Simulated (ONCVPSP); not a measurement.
**Scattering properties, ONCV potential for Ti**

```json
{"Element": "titanium", "Generator": "ONCVPSP 4.0.1", "Type": "optimised norm-conserving Vanderbilt (ONCV)", "Functional": "Wu-Cohen", "Relativity": "scalar-relativistic", "Frozen core": "[Ar]", "Valence charge": "4", "Reference configuration": "3d2 4s1 (charge +1)", "Partial waves": "4s: rc 2.95 bohr, ncon 4, nbas 7, qcut 2.7 1/bohr, 2 projectors, debl 0.6 Ha; p scattering state at 0.31 Ha: rc 3.15 bohr, ncon 4, nbas 7, qcut 2.9 1/bohr, 2 projectors, debl 2.4 Ha; 3d: rc 1.35 bohr, ncon 4, nbas 8, qcut 13.7 1/bohr, 1 projector", "Local potential": "polynomial inside 1.00 bohr (lpopt 1, dvloc0 0 Ha)", "Core correction": "Teter function, fcfact 3.5, rcfact 1.65"}
```

In the p channel the program set the typed energies aside and used 0.050, 2.450 Ha.

The phase is arctan(r·R′/R) of the radial function R(r), unwrapped; energies in Ha, scanned from -2 to 5 Ha. A pole is an energy at which the radial function vanishes at the test radius. The pseudo phase is shifted by a multiple of π to meet the all-electron one at the reference energy, and phase errors are pseudo minus all-electron; the curves can meet again beyond the range given. Levels narrower than the energy grid can be missing from the lists of poles.

Q: For each channel, where are the poles, and over which energies does the pseudopotential scatter like the atom?

A:

| channel | radius (bohr) | reference energy (Ha) | poles, all-electron | poles, pseudo | unbroken range about the reference energy with phases within 0.05 rad | phase error 1 Ha above the reference energy (rad) |
| --- | --- | --- | --- | --- | --- | --- |
| s | 3.00 | -0.38 | 0.35, 3.52 | 0.35, 2.69 | below 1.3 | -0.000 |
| p | 3.20 | 0.05 | -1.68, 0.53, 3.23 | 0.52, 1.89, 3.25 | -1.6 to 1.2 | -0.028 |
| d | 1.37 | -0.42 | 1.08 | 1.11 | below 2.9 | +0.003 |

Note: ghosts flagged at negative energy: s at -91.4 eV; GHOST(+) flagged for p at 51.3 eV. A true bound ghost makes a file unfit for plane-wave use.

Phases in the s channel:

```tsv
E (Ha)	all-electron	pseudo
-1.98	1.323	1.320
-1.80	1.299	1.297
-1.62	1.268	1.267
-1.44	1.227	1.226
-1.26	1.167	1.166
-1.08	1.071	1.070
-0.90	0.893	0.892
-0.72	0.496	0.495
-0.54	-0.326	-0.326
-0.36	-0.989	-0.989
-0.18	-1.277	-1.277
0.00	-1.420	-1.420
0.18	-1.508	-1.508
0.36	-1.573	-1.573
0.54	-1.629	-1.629
0.72	-1.685	-1.686
0.90	-1.751	-1.754
1.08	-1.842	-1.853
1.26	-2.002	-2.040
1.44	-2.376	-2.562
1.62	-3.315	-3.724
1.80	-4.065	-4.270
1.98	-4.339	-4.461
2.16	-4.464	-4.558
2.34	-4.535	-4.620
2.52	-4.582	-4.669
2.70	-4.617	-4.714
2.88	-4.644	-4.764
3.06	-4.666	-4.834
3.24	-4.686	-4.975
3.42	-4.703	-5.546
3.60	-4.720	-7.219
3.78	-4.737	-7.575
3.96	-4.754	-7.681
4.14	-4.773	-7.735
4.32	-4.795	-7.768
4.50	-4.821	-7.793
4.68	-4.855	-7.812
4.86	-4.905	-7.829
```
